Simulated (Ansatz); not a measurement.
Calculated with Ansatz (gas phase, PBE0-D4/def2-TZVP geometries, no zero-point term in ΔE). CCSD(T)/CBS is the MP2 limit (def2-TZVPP, def2-QZVPP) plus CCSD(T) − MP2 in def2-TZVPP, frozen cores. Functionals use def2-TZVPP. B3LYP here is the variant with VWN-RPA as its local correlation; programs differ in this. One conformer a species, not always the lowest.

Reaction (isomerisation): `C=C[SiH2][SiH2]O` → `O[Si@H]1C[C@@H]1[SiH3]`

| level | ΔE (kJ/mol) | difference from CCSD(T)/CBS |
| --- | --- | --- |
| PBE-D4 | 11.8 | -2.0 |
| r2SCAN-D4 | 5.3 | -8.5 |
| B3LYP-D4 | 24.7 | 10.9 |
| ωB97X-V | 6.1 | -7.7 |
| ωB97M-V | 2.3 | -11.5 |
| B2PLYP | 18.4 | 4.6 |
| PBE | 13.5 | -0.3 |
| PBE0 | 7.0 | -6.8 |
| B3LYP | 27.5 | 13.7 |
| HF/def2-TZVPP | 39.5 | 25.7 |
| MP2/def2-TZVPP | -2.2 | -16.0 |
| SCS-MP2/def2-TZVPP | 9.9 | -3.9 |
| HF/def2-QZVPP | 38.8 | 25.0 |
| MP2/def2-QZVPP | -3.3 | -17.1 |
| SCS-MP2/def2-QZVPP | 9.0 | -4.8 |
| CCSD/CBS(def2) | 15.2 | 1.4 |
| CCSD(T)/CBS | 13.8 | 0 |

Largest T1 diagnostic among the species: 0.012.

In def2-TZVPP, CCSD(T) changes the Hartree–Fock value by −24.3 kJ/mol (the triples alone add −1.4 kJ/mol) and MP2 by −41.7 kJ/mol. From PBE to PBE0 (25 % exact exchange), in def2-TZVPP and without D4, ΔE moves by −6.5 kJ/mol.
